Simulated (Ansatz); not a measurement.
Ideal-gas functions of I$_{4}$Sn (`[I][Sn]([I])([I])[I]`) at 600 K and 1 bar, from an Ansatz frequency run at PBE0-D4/def2-TZVP.

Molar mass 626.33 g/mol, point group Td (symmetry number 12), electronic degeneracy 1, moments of inertia 2401.0, 2401.006, 2401.011 u Å². Harmonic wavenumbers (cm⁻¹, unscaled): 42, 42, 63, 63, 63, 153, 222, 222, 222.

Use S(trans) = R[1.5 ln M + 2.5 ln T − 1.1517]; rotational temperatures θ = 24.2544 K / I; S(rot) = R[ln(√π/σ · √(T³/θAθBθC)) + 1.5]; for each mode x = 1.438777 ν̃/T, S = R[x/(eˣ − 1) − ln(1 − e⁻ˣ)] and H = RT x/(eˣ − 1); 1 cm⁻¹ = 0.0119627 kJ/mol; R = 8.31446 J/(mol·K).

Problem. By hand: the entropy, in J/(mol·K).

Solution. Translation 203.7. Rotation: θ = 0.0101, 0.0101, 0.0101 K, giving 133.7. Vibration, mode by mode: 27.40, 27.40, 24.04, 24.04, 24.04, 16.70, 13.65, 13.65, 13.65, in all 184.6. Electronic 0.0. Sum 522.0 J/(mol·K).

Problem. By hand: H − E and G − E in kJ/mol, counted from the electronic energy.

Solution. Zero-point energy ½ × 1092 × 0.0119627 = 6.5; thermal vibration 38.8; translation, rotation and pV give 4 RT = 20.0. H − E = 65.3 kJ/mol, and G − E = 65.3 − 600 × 522.0/1000 = -247.9 kJ/mol.

Vibration gives 35 % of the entropy, 126.9 J/(mol·K) of it from the modes under 150 cm⁻¹: soft modes count most, and the harmonic formula is weakest for them.
